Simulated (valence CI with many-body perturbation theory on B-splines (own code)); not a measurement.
**E1 line list for Nb³⁶⁺**

Calculated by relativistic CI+MBPT: three valence electrons over a frozen Dirac-Fock core [He], radial functions for each j: 11 s, 11 p, 10 d, 8 f, 5 g, 2 h, with the one-electron correlation potential Σ1 (screened to all orders), the two-electron term Σ2, the three-electron term Σ3, Breit, model QED; selected single and double excitations, second order for the rest, scaled by the run's own slope (own B-spline code, finite nucleus).

No measured spectrum was set against this ion. As an estimate, large intervals hold to a few tenths of a per cent, small ones and those within an open d or f shell to about a per cent.

Lines 201 to 250 of 593 in falling wavelength, among levels below 4084.6 eV, chosen from the strongest by gf and those to the six lowest levels. Wavelengths and rates use the calculated energies. Electric multipoles are in the length gauge, E1 and E2 with the static RPA response of the core. Weak lines are less certain than strong ones. Lines between different terms over intervals too small for the method are left out, as are lines whose strength nearly cancels. Where a level lies close to another of its J and parity, the split of strength between their lines is uncertain. The highest levels of a list are the least certain.

Levels are named by their leading jj configuration (3d3/2^4 stands for four electrons in 3d with j = 3/2), which in mixed levels can hold well under half, so a name can repeat and another be missing. Letters in brackets count levels of one name in rising energy.

```tsv
λ vac (Å)	Upper	Lower	A (s⁻¹)	S (a.u.)
13.48	(2s 2p1/2 4f5/2) J=5/2 [a]	(2s 2p1/2 3d5/2) J=5/2 [a]	8.55e+11	6.21e-03
13.48	(2s 2p3/2 4s) J=5/2	(2s 2p3/2 3p3/2) J=7/2	2.20e+12	1.59e-02
13.47	(2s 2p3/2 4f5/2) J=5/2 [b]	(2s 2p3/2 3d5/2) J=5/2 [b]	7.33e+11	5.30e-03
13.47	(2s 2p3/2 4s) J=3/2 [a]	(2s 2p3/2 3p3/2) J=3/2 [a]	1.13e+12	5.43e-03
13.46	(2s 2p3/2 4f7/2) J=5/2 [a]	(2s 2p3/2 3d5/2) J=3/2 [a]	1.61e+13	1.16e-01
13.46	(2s 2p3/2 4f7/2) J=5/2 [b]	(2s 2p3/2 3d5/2) J=3/2 [b]	2.20e+13	1.59e-01
13.46	(2s 2p1/2 4f7/2) J=7/2 [a]	(2s 2p1/2 3d5/2) J=5/2 [a]	1.32e+13	1.27e-01
13.45	(2s 2p3/2 4f5/2) J=7/2 [b]	(2s 2p3/2 3d5/2) J=5/2 [b]	1.71e+12	1.64e-02
13.44	(2s 2p3/2 4f7/2) J=3/2	(2s 2p3/2 3d5/2) J=3/2 [a]	7.26e+12	3.48e-02
13.44	(2s 2p3/2 4f7/2) J=7/2 [b]	(2s 2p3/2 3d5/2) J=5/2 [b]	2.11e+13	2.03e-01
13.42	(2s 2p3/2 4f5/2) J=5/2 [b]	(2p1/2 2p3/2 3p1/2) J=3/2 [a]	2.02e+12	1.44e-02
13.41	(2s 2p3/2 4f7/2) J=5/2 [b]	(2s 2p3/2 3d5/2) J=5/2 [b]	3.27e+12	2.34e-02
13.41	(2s 2p3/2 4f7/2) J=7/2 [a]	(2s 2p3/2 3d5/2) J=5/2 [a]	1.99e+13	1.90e-01
13.39	(2s 2p3/2 4f7/2) J=5/2 [a]	(2s 2p3/2 3d5/2) J=5/2 [a]	7.57e+12	5.39e-02
13.39	(2s^2 4f5/2) J=5/2	(2s^2 3d5/2) J=5/2	1.75e+12	1.25e-02
13.38	(2p1/2^2 4f7/2) J=7/2	(2p1/2 2p3/2 3s) J=5/2	7.90e+12	7.48e-02
13.38	(2s 2p1/2 4f5/2) J=7/2	(2s 2p1/2 3d5/2) J=7/2	1.96e+12	1.86e-02
13.37	(2s 2p3/2 4f5/2) J=3/2 [b]	(2s 2p3/2 3d3/2) J=1/2 [b]	1.73e+13	8.17e-02
13.36	(2s^2 4f7/2) J=7/2	(2s^2 3d5/2) J=5/2	2.63e+13	2.48e-01
13.36	(2s 2p1/2 4f7/2) J=9/2	(2s 2p1/2 3d5/2) J=7/2	2.60e+13	3.05e-01
13.34	(2s 2p1/2 4f7/2) J=7/2 [b]	(2s 2p1/2 3d5/2) J=7/2	1.79e+12	1.68e-02
13.34	(2s 2p3/2 4f5/2) J=7/2 [b]	(2s 2p3/2 3d5/2) J=7/2 [b]	2.89e+12	2.71e-02
13.33	(2s 2p3/2 4f7/2) J=7/2 [b]	(2s 2p3/2 3d5/2) J=7/2 [b]	8.78e+11	8.21e-03
13.32	(2s 2p1/2 4f7/2) J=7/2 [a]	(2s 2p1/2 3d3/2) J=5/2	6.10e+12	5.69e-02
13.32	(2s 2p1/2 4f5/2) J=3/2	(2s 2p1/2 3d3/2) J=1/2	1.81e+13	8.46e-02
13.32	(2s 2p3/2 4f5/2) J=5/2 [b]	(2s 2p3/2 3d3/2) J=3/2 [b]	1.80e+13	1.26e-01
13.32	(2s 2p1/2 4f5/2) J=3/2	(2s 2p1/2 3d3/2) J=3/2 [b]	6.51e+12	3.04e-02
13.31	(2s 2p3/2 4f7/2) J=9/2 [b]	(2s 2p3/2 3d5/2) J=7/2 [b]	2.56e+13	2.98e-01
13.31	(2s 2p1/2 4f5/2) J=5/2 [b]	(2s 2p1/2 3d3/2) J=3/2 [b]	1.62e+13	1.13e-01
13.31	(2s 2p3/2 4f5/2) J=5/2 [a]	(2p1/2^2 3p3/2) J=3/2	6.94e+11	4.84e-03
13.31	(2s 2p3/2 4d5/2) J=7/2 [b]	(2p1/2^2 3d5/2) J=5/2	5.58e+11	5.19e-03
13.30	(2s 2p1/2 4f7/2) J=7/2 [a]	(2s 2p3/2 3s) J=5/2	5.30e+12	4.92e-02
13.29	(2s 2p3/2 4f5/2) J=5/2 [b]	(2s 2p3/2 3d3/2) J=5/2 [b]	3.75e+12	2.61e-02
13.29	(2s 2p3/2 4f5/2) J=3/2 [a]	(2s 2p3/2 3d3/2) J=1/2 [a]	7.94e+12	3.67e-02
13.28	(2s 2p1/2 4f7/2) J=5/2	(2s 2p1/2 3d3/2) J=3/2 [b]	1.30e+12	9.05e-03
13.28	(2s 2p1/2 4f5/2) J=7/2	(2s 2p1/2 3d5/2) J=5/2 [a]	6.00e+12	5.55e-02
13.28	(2s 2p3/2 4f5/2) J=5/2 [a]	(2s 2p3/2 3d3/2) J=3/2 [a]	1.20e+13	8.29e-02
13.28	(2s 2p3/2 4d5/2) J=5/2 [b]	(2p1/2 2p3/2 3s) J=3/2 [b]	1.17e+12	8.09e-03
13.28	(2s 2p3/2 4f5/2) J=3/2 [b]	(2s 2p3/2 3d3/2) J=3/2 [b]	4.13e+12	1.91e-02
13.28	(2s 2p1/2 4f5/2) J=5/2 [b]	(2s 2p1/2 3d5/2) J=5/2 [a]	2.18e+12	1.51e-02
13.27	(2s 2p3/2 4f5/2) J=1/2	(2s 2p3/2 3d3/2) J=1/2 [a]	2.04e+13	4.72e-02
13.27	(2s 2p3/2 4f5/2) J=7/2 [a]	(2s 2p3/2 3d3/2) J=7/2	7.06e+12	6.52e-02
13.27	(2p1/2^2 4f5/2) J=5/2	(2p1/2^2 3d3/2) J=3/2	1.47e+13	1.02e-01
13.27	(2s 2p3/2 4f5/2) J=7/2 [b]	(2s 2p3/2 3d3/2) J=5/2 [b]	1.98e+13	1.83e-01
13.27	(2s 2p3/2 4f5/2) J=3/2 [a]	(2s 2p3/2 3d3/2) J=3/2 [a]	1.34e+13	6.18e-02
13.27	(2s 2p3/2 4f5/2) J=5/2 [a]	(2s 2p3/2 3d3/2) J=7/2	1.22e+12	8.44e-03
13.26	(2s 2p3/2 4f5/2) J=9/2	(2s 2p3/2 3d3/2) J=7/2	2.17e+13	2.50e-01
13.26	(2s 2p3/2 4f7/2) J=7/2 [b]	(2s 2p3/2 3d3/2) J=5/2 [b]	2.02e+12	1.86e-02
13.26	(2s 2p3/2 4f5/2) J=1/2	(2s 2p3/2 3d3/2) J=3/2 [a]	5.10e+12	1.17e-02
13.26	(2s 2p3/2 4f5/2) J=7/2 [a]	(2s 2p3/2 3d3/2) J=5/2 [a]	1.83e+13	1.68e-01
```
